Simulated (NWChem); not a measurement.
System: CuCl2, doublet; SMILES [Cl][Cu][Cl]

Parts of the log:

```
             Northwest Computational Chemistry Package (NWChem) 7.3.0
             --------------------------------------------------------

                             Geometry "geometry" -> ""
                             -------------------------

 Output coordinates in angstroms (scale by  1.889725989 to convert to a.u.)

  No.       Tag          Charge          X              Y              Z
 ---- ---------------- ---------- -------------- -------------- --------------
    1 Cu                  29.0000     0.00000000     0.00000000     0.00000000
    2 Cl                  17.0000     0.00000000     0.00000000     2.12757500
    3 Cl                  17.0000     0.00000000     0.00000000    -2.12757500

 Effective nuclear repulsion energy (a.u.)     281.1815705647

                              NWChem Property Module
                              ----------------------

  itol2e modified to match energy
  convergence criterion.

                                 NWChem DFT Module
                                 -----------------

 Summary of "ao basis" -> "ao basis" (spherical)
 ------------------------------------------------------------------------------
       Tag                 Description            Shells   Functions and Types
 ---------------- ------------------------------  ------  ---------------------
 Cu                         cc-pvtz                 20       68   7s6p4d2f1g
 Cl                         cc-pvtz                 12       34   5s4p2d1f

  itol2e modified to match energy
  convergence criterion.

            General Information
            -------------------
          SCF calculation type: DFT
          Wavefunction type:  spin polarized.
          No. of atoms     :     3
          No. of electrons :    63
           Alpha electrons :    32
            Beta electrons :    31
          Charge           :     0
          Spin multiplicity:     2
          Use of symmetry is: off; symmetry adaption is: off
          Maximum number of iterations: 150
          AO basis - number of functions:   136
                     number of shells:    44
          Convergence on energy requested:  1.00D-07
          Convergence on density requested:  1.00D-05
          Convergence on gradient requested:  5.00D-04

              XC Information
              --------------
                     Hartree-Fock (Exact) Exchange  1.000
                   CAM-Becke88 Exchange Functional  1.000
                      VWN V Correlation Functional  0.190 local
              Lee-Yang-Parr Correlation Functional  0.810

           Range-Separation Parameters
           ---------------------------
           Alpha           :  0.19
           Beta            :  0.46
           Gamma           :  0.33
           Short-Range HF  :     F

             Grid Information
             ----------------
          Grid used for XC integration:  fine
          Radial quadrature: Mura-Knowles
          Angular quadrature: Lebedev.
          Tag              B.-S. Rad. Rad. Pts. Rad. Cut. Ang. Pts.
          ---              ---------- --------- --------- ---------
          Cu                  1.35      140           8.0       974
          Cl                  1.00      123          11.0       770
          Grid pruning is: on
          Number of quadrature shells:   386
          Spatial weights used:  Erf1

      Superposition of Atomic Density Guess
      -------------------------------------

 Sum of atomic energies:       -2557.93232994

      Non-variational initial energy
      ------------------------------

 Total energy =   -2557.833546
 1-e energy   =   -4114.825545
 2-e energy   =    1275.810428
 HOMO         =      -0.436228
 LUMO         =      -0.055290

   convergence    iter        energy       DeltaE   RMS-Dens  Diis-err
 ---------------- ----- ----------------- --------- --------- ---------
 d= 0,ls=0.0,diis     1  -2561.0082853974 -2.84D+03  6.80D-03  6.90D-01
                                                     9.24D-03  7.22D-01
 d= 0,ls=0.0,diis     2  -2559.1444881706  1.86D+00  5.01D-03  1.27D+01
                                                     6.34D-03  1.11D+01
 d= 0,ls=0.0,diis     3  -2561.1759809787 -2.03D+00  6.54D-04  1.16D-01
                                                     6.70D-04  1.00D-01
 d= 0,ls=0.0,diis     4  -2561.1940017603 -1.80D-02  4.10D-04  1.63D-02
                                                     4.44D-04  1.26D-02
 d= 0,ls=0.0,diis     5  -2561.1980418934 -4.04D-03  1.62D-04  1.79D-03
                                                     3.57D-04  1.20D-03
  Resetting Diis
 d= 0,ls=0.0,diis     6  -2561.1989194413 -8.78D-04  2.18D-04  1.30D-03
                                                     3.98D-04  9.10D-04
 d= 0,ls=0.0,diis     7  -2561.1996155506 -6.96D-04  6.24D-05  1.33D-04
                                                     6.39D-05  1.10D-04
 d= 0,ls=0.0,diis     8  -2561.1995883461  2.72D-05  3.60D-05  5.15D-04
                                                     6.81D-05  5.53D-04
 d= 0,ls=0.0,diis     9  -2561.1996714564 -8.31D-05  1.64D-05  5.18D-05
                                                     2.06D-05  3.61D-05
 d= 0,ls=0.0,diis    10  -2561.1996872533 -1.58D-05  3.73D-05  1.51D-05
                                                     9.22D-05  1.06D-05
 d= 0,ls=0.0,diis    11  -2561.1997090469 -2.18D-05  1.54D-05  7.50D-06
                                                     2.47D-05  5.87D-06
 d= 0,ls=0.0,diis    12  -2561.1997115900 -2.54D-06  2.47D-06  2.51D-08
                                                     4.37D-06  2.66D-08
 d= 0,ls=0.0,diis    13  -2561.1997116404 -5.04D-08  8.33D-07  3.03D-09
                                                     9.52D-07  4.90D-09

         Total DFT energy =    -2561.199711640421
      One electron energy =    -4116.083527217780
           Coulomb energy =     1397.427096727851
    Exchange-Corr. energy =     -123.724851715177
 Nuclear repulsion energy =      281.181570564685

 Numeric. integr. density =       63.000000000431

                    DFT Final Alpha Molecular Orbital Analysis
                    ------------------------------------------

[...]

          -----------------------
          Electric field gradient
          -----------------------

 1 a.u. = 0.324123 10**(16) esu/cm**3  ( or statvolts/cm**2 ) = 0.97174 10**(22) v/m**2

 ------------------------------------------------------------
   Atom      X         Y         Z
 ------------------------------------------------------------
    1 Cu   0.00000   0.00000   0.00000
 ------------------------------------------------------------

 Electric field gradient in molecular frame (a.u.)
         XX             YY             ZZ             XY             XZ             YZ
 ------------------------------------------------------------------------------------------
       -1.429314       1.126056       0.303258       1.166313      -0.000000       0.000000

 Principal components (a.u.) and orientation
 of principal axis w.r.t. absolute frame                      Asymmetry parameter eta
 --------------------------------------------------------------------------------------
       -1.881590       1.578332       0.303258                       0.677658

        0.932353       0.361550      -0.000000
       -0.361550       0.932353       0.000000
        0.000000      -0.000000       1.000000

 ------------------------------------------------------------
   Atom      X         Y         Z
 ------------------------------------------------------------
    2 Cl   0.00000   0.00000   4.02053
 ------------------------------------------------------------

 Electric field gradient in molecular frame (a.u.)
         XX             YY             ZZ             XY             XZ             YZ
 ------------------------------------------------------------------------------------------
       -0.401996       1.172768      -0.770772       0.718598       0.000000       0.000000

 Principal components (a.u.) and orientation
 of principal axis w.r.t. absolute frame                      Asymmetry parameter eta
 --------------------------------------------------------------------------------------
        1.451385      -0.770772      -0.680613                       0.062120

        0.361502       0.000000       0.932371
        0.932371      -0.000000      -0.361502
        0.000000       1.000000      -0.000000

 ------------------------------------------------------------
   Atom      X         Y         Z
 ------------------------------------------------------------
    3 Cl   0.00000   0.00000  -4.02053
 ------------------------------------------------------------

 Electric field gradient in molecular frame (a.u.)
         XX             YY             ZZ             XY             XZ             YZ
 ------------------------------------------------------------------------------------------
       -0.401995       1.172768      -0.770773       0.718597      -0.000000      -0.000000

 Principal components (a.u.) and orientation
 of principal axis w.r.t. absolute frame                      Asymmetry parameter eta
 --------------------------------------------------------------------------------------
        1.451385      -0.770773      -0.680611                       0.062121

        0.361502      -0.000000       0.932371
        0.932371       0.000000      -0.361502
       -0.000000       1.000000       0.000000
```

Level: CAM-B3LYP/cc-pVTZ, spin-unrestricted. The state is orbitally degenerate and is run as one real component. Geometry: optimised at PBE0/def2-SVP, spin-unrestricted. No stability test was run on the SCF state. NWChem prints the field gradient with the sign opposite to the second derivative of the potential.

Task: Which NWChem input produces such a log?

Result: Several could match; the one computed here: the input that was run:
```
start job
memory heap 200 mb stack 900 mb global 1100 mb
geometry units angstroms noautosym nocenter noautoz
  Cu     0.000000     0.000000     0.000000
  Cl     0.000000     0.000000     2.127575
  Cl     0.000000     0.000000    -2.127575
end
basis spherical
  * library cc-pvtz
end
dft
  odft
  mult 2
  xc xcamb88 1.00 lyp 0.81 vwn_5 0.19 hfexch 1.00
  cam 0.33 cam_alpha 0.19 cam_beta 0.46
  iterations 150
end
property
  efieldgrad
end
task dft property
```
